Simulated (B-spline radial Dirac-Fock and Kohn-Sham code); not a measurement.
Scattering functions of Os⁴⁴⁺

System: Os⁴⁴⁺, configuration 1s2 2s2 2p6 3s2 3p6 3d10 4s2 4p2.

The run's input, task.json:

```json
{"items": [{
  "Z": 76,
  "q": 44,
  "cfg": [[1, 0, 2], [2, 0, 2], [2, 1, 6], [3, 0, 2], [3, 1, 6], [3, 2, 10], [4, 0, 2], [4, 1, 2]],
  "A": 192,
  "rrms": 5.4126,
  "do": ["scatter"],
  "s": [0.0, 0.05, 0.1, 0.15, 0.2, 0.25, 0.3, 0.35, 0.4, 0.45, 0.5, 0.6, 0.7, 0.8, 0.9, 1.0, 1.1, 1.2, 1.4, 1.6, 1.8, 2.0, 2.5, 3.0, 3.5, 4.0, 5.0, 6.0],
  "pz": [0, 0.1, 0.15, 0.21, 0.31, 0.46, 0.67, 0.98, 1.4, 2.1, 3.1, 4.5, 6.6, 9.6, 14.0, 21.0, 30.0, 44.0, 64.0, 94.0, 140.0],
  "hv_scatter": [1000, 8047.8, 10000, 17479.3, 20000, 50000, 100000, 200000]
}]}
```

Launch: `python xray_run.py task.json out`

Method: configuration-average Dirac-Fock orbitals. Computed with a radial atomic solver. f₀ is the Fourier transform of the spherical electron density, S the Waller-Hartree incoherent function, and s = sin θ/λ.

| s (Å⁻¹) | f₀ | S |
| --- | --- | --- |
| 0 | 32.000 | 0.000 |
| 0.05 | 31.974 | 0.028 |
| 0.1 | 31.897 | 0.110 |
| 0.15 | 31.770 | 0.246 |
| 0.2 | 31.594 | 0.433 |
| 0.25 | 31.370 | 0.668 |
| 0.3 | 31.100 | 0.947 |
| 0.35 | 30.787 | 1.264 |
| 0.4 | 30.434 | 1.616 |
| 0.45 | 30.043 | 1.997 |
| 0.5 | 29.619 | 2.402 |
| 0.6 | 28.681 | 3.263 |
| 0.7 | 27.649 | 4.163 |
| 0.8 | 26.551 | 5.072 |
| 0.9 | 25.414 | 5.969 |
| 1 | 24.261 | 6.841 |
| 1.1 | 23.114 | 7.681 |
| 1.2 | 21.987 | 8.488 |
| 1.4 | 19.842 | 10.009 |
| 1.6 | 17.879 | 11.422 |
| 1.8 | 16.111 | 12.742 |
| 2 | 14.523 | 13.973 |
| 2.5 | 11.234 | 16.690 |
| 3 | 8.784 | 18.973 |
| 3.5 | 7.085 | 20.904 |
| 4 | 5.991 | 22.521 |
| 5 | 4.816 | 24.972 |
| 6 | 4.062 | 26.682 |

f₀ starts at the number of electrons, 32, and has fallen to half at s ≈ 1.81 Å⁻¹. The sum of ⟨r²⟩ over the electrons is 1.396 bohr².
